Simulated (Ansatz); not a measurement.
Job for Ansatz (a quantum-chemistry and plane-wave program): U-PBE/def2-TZVPP on BMo, 2S+1 = 6, a spin state set in the input, which need not be the lowest, a point of a bond scan (R = 1.979 Å). Elements past Kr take the def2 small-core potentials; no spin–orbit coupling.

Ansatz 0.2 input:
```yaml
crystal:
  periodic: [false, false, false]
  atoms:
    - {symbol: Mo, position_ang: [0.00000000, 0.00000000, 0.00000000]}
    - {symbol: B, position_ang: [0.00000000, 0.00000000, 1.97882600]}
basis:
  gaussian:
    orbitals: def2-TZVPP
    pivot_positions_ang: [[0.00000000, 0.00000000, 0.00000000], [0.00000000, 0.00000000, 1.97882600]]
hamiltonian:
  xc: {name: PBE}
magnetization: {spin_polarized: true, initial_magnetization: 5}
output: {forces: true, orbitals: {seedname: ./end}}
```

The head of its log:

```
WARN ansatz: RAYON_NUM_THREADS=1 ignored (pool sized by the plan → 1); use --threads N
Functional definition: PBE
integrals: 0.01 GiB planned
468 factors; their error is unknown
mean field: 0.23 GiB planned
mean field evaluation 1: about -2521.9408 eV, gradient 2.7e1 eV
mean field evaluation 2: about -2495.8203 eV, gradient 6.4e1 eV
```

Task: Predict the final total energy.

Result: -92.8362 hartree.
